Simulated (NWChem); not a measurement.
System: SiHOF, singlet; SMILES O[Si]F

```xyz
4

Si     0.6214     0.0125     0.0000
F     -0.4211    -1.2591     0.0000
O     -0.4493     1.2760     0.0000
H     -1.3979     1.0886     0.0000
```
Atoms are numbered in this order, from 1.

Results from NWChem. Pople sets run with spherical d functions. Low-valent species are run as closed-shell singlets; no triplet was tried in these runs. The geometry was optimised at PBE0/def2-SVP. Vzz is the largest principal value of the second derivative of the potential at the nucleus (NWChem prints the opposite sign); η is the asymmetry. Non-relativistic.

For level PBE/6-31G*:

```yaml
Vzz O3 (a.u.): 1.218
```

Task: What are these values for level Hartree-Fock/def2-SVP?

Result: 
* **Vzz O3 (a.u.)**: 1.385
